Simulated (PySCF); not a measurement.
SMILES CC[Se] (C₂H₅Se), doublet (PBE0/def2-SVP optimised geometry):

```
8

C     -0.765    -0.001     0.000
C      0.750    -0.001     0.000
Se     1.587     0.874    -1.520
H     -1.165    -0.513    -0.888
H     -1.152    -0.518     0.894
H     -1.165     1.024     0.000
H      1.165    -1.024     0.016
H      1.165     0.498     0.893
```

Method: PySCF with unrestricted PBE0/def2-TZVP.

### Question
What are the frontier orbital energies (α orbitals alone; a β orbital can be the lowest empty one) and the dipole moment?

### Answer
HOMO-2 -9.23 eV, HOMO-1 -7.68 eV, HOMO -6.63 eV, LUMO 0.59 eV, LUMO+1 1.50 eV; dipole moment 1.70 D.

On the same geometry unrestricted PBE/def2-TZVP in PySCF 2.14.0 gives HOMO-2 -8.00 eV, HOMO-1 -6.37 eV, HOMO -5.43 eV, LUMO -0.33 eV, LUMO+1 0.65 eV; dipole moment 1.69 D.

Meta-Löwdin charges at PBE0/def2-TZVP: C1 -0.34, C2 -0.28, Se3 0.00, H4 0.12, H5 0.12, H6 0.12, H7 0.13, H8 0.13.
